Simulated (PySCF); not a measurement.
# Calcium: a sound run and one with changed settings

Sound run: Ca²⁺ [Ar], Ca³⁺ [Ne] 3s2 3p5. Calculation: PySCF 2.14, in def2-SVP (5s3p2d, 24 functions); the non-relativistic Hamiltonian (point nucleus). The sound run starts from symmetry-adapted Hartree-Fock orbitals and uses a fine grid where one is needed.

Changed run: radial step 1.2 in ln r (0.13 in the sound run). This setting is unsound on purpose.

```tsv
species	method	sound run (hartree)	changed run (hartree)	converged
Ca²⁺	UHF	-676.05820	-676.05820	yes
Ca²⁺	M06-L	-676.81615	-672.40963	yes
Ca²⁺	r2SCAN	-676.78054	-672.07656	yes
Ca³⁺	UHF	-674.19247	-674.19247	yes
Ca³⁺	M06-L	-674.89545	-670.55939	yes
Ca³⁺	r2SCAN	-674.86390	-670.25881	yes
```

Ionisation energy of Ca²⁺:

| method | sound run (eV) | changed run (eV) |
| --- | --- | --- |
| UHF | 50.769 | 50.769 |
| M06-L | 52.265 | 50.348 |
| r2SCAN | 52.154 | 49.463 |

A coarse radial grid mis-integrates the density and the exchange-correlation energy, with errors of either sign; Hartree-Fock needs no grid.

For comparison, NIST gives 50.913 eV between the lowest levels.
